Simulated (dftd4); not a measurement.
C₆H₁₅N₂, doublet, geometry from GFN2-xTB; D4 for b97d (dftd4).

Here is a job for dftd4.
```
$ dftd4 mol.xyz --func b97d --charge 0 --json dftd4.json --noedisp --grad

# file mol.xyz
23

C      1.51673722    -1.17841064    -0.51652139
N      1.57471507     0.23418042    -0.25344693
C      2.90033046     0.79848820    -0.26613600
C      0.65458206     0.79125486     0.62492997
C     -0.57120102     0.07703849     1.03899522
N     -1.45081329    -0.32682032    -0.07898795
C     -1.88421939     0.81694709    -0.85158422
C     -2.57962898    -1.09295807     0.39941081
H      2.09179180    -1.39157200    -1.41910800
H      1.93437294    -1.77739103     0.30543216
H      0.47883690    -1.46083258    -0.67766317
H      2.83855177     1.87737778    -0.13711493
H      3.53647366     0.39038272     0.53226862
H      3.37440419     0.58440677    -1.22574409
H      0.69397618     1.86522102     0.69466845
H     -0.31661178    -0.85510082     1.56107129
H     -1.12214499     0.72065043     1.74647474
H     -2.50886732     1.51198947    -0.26688852
H     -2.45879489     0.47111659    -1.71041852
H     -1.00461602     1.35034062    -1.20703805
H     -3.17546499    -1.41978338    -0.45271962
H     -3.22952213    -0.51796476     1.07976803
H     -2.21930020    -1.97452138     0.92948955
```

Output, abridged:

```
                    ____  _____ _____     ____  _  _
      -------------|  _ \|  ___|_   _|---|  _ \| || |------------
     |             | | | | |_    | | ___ | | | | || |_           |
     |             | |_| |  _|   | ||___|| |_| |__   _|          |
     |             |____/|_|     |_|     |____/   |_|            |
     |             ===================================           |
     |            E. Caldeweyher, S. Ehlert & S. Grimme          |
     |          Mulliken Center for Theoretical Chemistry        |
     |                    University of Bonn                     |
      -----------------------------------------------------------

Rational (Becke-Johnson) damping: b97d-D4-ATM
---------------------
  s6         1.0000
  s8         1.6946
  s9         1.0000
  a1         0.2890
  a2         4.1341
 alp        16.0000
--------------------

Dispersion energy:      -7.0116923732954E-02 Eh

Gradient norm:           6.5657925959793E-03 Eh/a0
--------------------------------------------------
     #    Z           dE/dx      dE/dy      dE/dz
--------------------------------------------------
     1    6 C     1.212E-03 -2.151E-03 -9.835E-04
     2    7 N     1.596E-03  2.242E-04 -4.034E-04
     3    6 C     1.795E-03  8.950E-04 -2.381E-04
     4    6 C     6.434E-04  1.333E-03  1.416E-03
     5    6 C    -3.583E-04  3.753E-04  2.002E-03
     6    7 N    -1.730E-03 -3.766E-04 -1.908E-04
     7    6 C    -1.513E-03  1.347E-03 -1.676E-03
     8    6 C    -1.665E-03 -1.371E-03  3.832E-04
     9    1 H     5.182E-05 -4.188E-04 -2.901E-04
    10    1 H     2.397E-04 -6.477E-04 -2.957E-05
    11    1 H     4.028E-04 -5.690E-04 -3.819E-04
    12    1 H     3.886E-04  2.724E-04 -7.949E-05
    13    1 H     5.383E-04  1.697E-04  1.042E-04
    14    1 H     3.828E-04  2.168E-04 -1.734E-04
    15    1 H     1.153E-04  6.023E-04  2.862E-04
    16    1 H    -4.942E-05 -1.631E-04  6.343E-04
    17    1 H     4.470E-05  2.248E-04  6.370E-04
    18    1 H    -3.479E-04  5.027E-04 -3.074E-04
    19    1 H    -1.493E-04  2.306E-04 -4.423E-04
    20    1 H    -4.112E-04  3.947E-04 -5.702E-04
    21    1 H    -3.186E-04 -3.673E-04 -1.248E-05
    22    1 H    -5.140E-04 -2.813E-04  2.168E-04
    23    1 H    -3.539E-04 -4.426E-04  9.869E-05
--------------------------------------------------

Virial:
--------------------------------------------------
      component           x          y          z
--------------------------------------------------
          x       5.680E-02  4.991E-03 -1.970E-03
          y       4.991E-03  2.787E-02 -1.024E-04
          z      -1.970E-03 -1.024E-04  1.953E-02
--------------------------------------------------

[Info] Dispersion results written to 'dftd4.txt'
[Info] JSON dump of results written to 'dftd4.json'
```
